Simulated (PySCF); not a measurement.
Identify the unknown among the candidates.

All candidates are C7H7NO.

- UV, first state: lowest singlet excitation: 5.77 eV (215 nm, f = 0.003) [TDDFT CAM-B3LYP/def2-SVPD]
- Polarisability: 87.4 au [CAM-B3LYP/def2-SVPD]
- NMR, other nuclei: isotropic shieldings of nuclei other than C and H, by class: 122 (1 N), -81 (1 O) ppm [GIAO PBE0/pcSseg-1]
- 1H NMR: chemical shifts (computed TMS as zero) by class: 8.31 (1 H), 6.46 (1 H), 6.33 (1 H), 5.70 (1 H), 5.17 (1 H), 3.97 (1 H), 1.84 (1 H) ppm [GIAO PBE0/pcSseg-1]
- 13C NMR: chemical shifts (computed TMS as zero) by class: 160.3 (1 C), 150.8 (1 C), 148.8 (1 C), 87.7 (1 C), 81.0 (1 C), 49.9 (1 C), 42.4 (1 C) ppm [GIAO PBE0/pcSseg-1]
- Rotational structure: rotational constants A, B, C: 2.575, 1.283, 0.960 GHz [GFN2-xTB]

Electronic properties: PySCF, gas phase, density fitting. Levels stand in brackets. Isolated species at its GFN2-xTB geometry (one conformer only). NMR classes are plain means over equivalent atoms (diastereotopic ones count apart unless rotation or inversion swaps them), as if these changed places fast.

Question: Which candidate is it?
A. `C#C[C@@H]1C=C[C@@H]1NC=O`
B. `C#C/C=C/C(=O)NC=C`
C. `CC(=O)c1cccnc1`
D. `N#C/C=C\C=C=CCO`
E. `NC(=O)C1=C[C@@H]2[C@@H]3[C@H]1[C@H]23`

Answer: A. It is `C#C[C@@H]1C=C[C@@H]1NC=O`. Numbering: `[CH:1]#[C:2][C@@H:3]1[CH:4]=[CH:5][C@@H:6]1[NH:7][CH:8]=[O:9]`. Its formula, C7H7NO, gives 5 degrees of unsaturation: 1 ring and 4 π bonds in the structure found. 7 carbons fall into 7 classes; from least to most shielded: amide carbonyl carbon [C8] (160.3 ppm), alkene CH carbon [C5] (150.8 ppm), alkene CH carbon [C4] (148.8 ppm), alkyne carbon [C2] (87.7 ppm), terminal alkyne carbon [C1] (81.0 ppm), ring sp3 carbon bound to nitrogen [C6] (49.9 ppm), allylic carbon [C3] (42.4 ppm). Hydrogen classes from least to most shielded: 1 H on an amide carbonyl carbon, C8 (8.31 ppm), 1 H on an alkene CH carbon, C4 (6.46 ppm), 1 H on an alkene CH carbon, C5 (6.33 ppm), 1 H on an sp3 carbon bound to nitrogen, C6 (5.70 ppm), 1 H on an amide nitrogen, N7 (5.17 ppm), 1 H on an allylic carbon, C3 (3.97 ppm), 1 H on a terminal alkyne carbon, C1 (1.84 ppm). The other shieldings belong to: 122 ppm, amide nitrogen [N7]; -81 ppm, amide oxygen [O9]. The optimised geometry has point group C1 and is an asymmetric top.

The others, at the same levels:
- `CC(=O)c1cccnc1` fails: its computed 13C shifts are 199.9 (1 C), 159.5 (1 C), 156.2 (1 C), 142.9 (1 C), 134.9 (1 C), 128.8 (1 C), 28.9 (1 C) ppm, 1H shifts are 9.42 (1 H), 9.09 (1 H), 8.83 (1 H), 7.62 (1 H), 2.71 (3 H) ppm and rotational constant A is 3.790 GHz (against 2.575 GHz).
- `NC(=O)C1=C[C@@H]2[C@@H]3[C@H]1[C@H]23` fails: it has 6 carbon classes against 7; its computed 13C shifts are 164.1 (1 C), 151.7 (1 C), 144.4 (1 C), 55.7 (2 C), 40.5 (1 C), 40.1 (1 C) ppm, 1H shifts are 6.28 (1 H), 5.12 (1 H), 4.45 (1 H), 4.17 (2 H), 2.42 (1 H), 1.77 (1 H) ppm and rotational constant A is 4.273 GHz (against 2.575 GHz).
- `N#C/C=C\C=C=CCO` fails: its computed 13C shifts are 224.8 (1 C), 154.7 (1 C), 125.5 (1 C), 105.0 (1 C), 99.1 (1 C), 93.3 (1 C), 67.6 (1 C) ppm, 1H shifts are 6.73 (1 H), 6.20 (1 H), 5.94 (1 H), 5.29 (1 H), 4.72 (2 H), 4.35 (1 H) ppm and rotational constant A is 2.702 GHz (against 2.575 GHz).
- `C#C/C=C/C(=O)NC=C` fails: its computed 13C shifts are 163.1 (1 C), 141.8 (1 C), 137.1 (1 C), 132.6 (1 C), 100.0 (1 C), 96.9 (1 C), 86.5 (1 C) ppm, 1H shifts are 7.49 (1 H), 7.14 (1 H), 6.35 (1 H), 6.16 (1 H), 4.65 (1 H), 4.63 (1 H), 3.34 (1 H) ppm and lowest singlet excitation is 4.45 eV (278 nm, f = 0.000) (against 5.77 eV).

Each candidate is one conformer, not necessarily the lowest. The conformers computed, where there is a choice (atom-mapped SMILES and torsion angles):
- `[CH:1]#[C:2][C@@H:3]1[CH:4]=[CH:5][C@@H:6]1[NH:7][CH:8]=[O:9]`: C5–C6–N7–C8 135°, C6–N7–C8–O9 -4°
- `[CH3:1][C:2](=[O:3])[c:4]1[cH:5][cH:6][cH:7][n:8][cH:9]1`: C1–C2–C4–C5 180°
- `[N:1]#[C:2]/[CH:3]=[CH:4]\[CH:5]=[C:6]=[CH:7][CH2:8][OH:9]`: C3–C4–C5–C6 14°, C6–C7–C8–O9 118°, H–O9–C8–C7 -62°
- `[CH:1]#[C:2]/[CH:3]=[CH:4]/[C:5](=[O:6])[NH:7][CH:8]=[CH2:9]`: C3–C4–C5–O6 0°, C4–C5–N7–C8 180°, C5–N7–C8–C9 180°

The conformers of `NC(=O)C1=C[C@@H]2[C@@H]3[C@H]1[C@H]23` aren't listed.
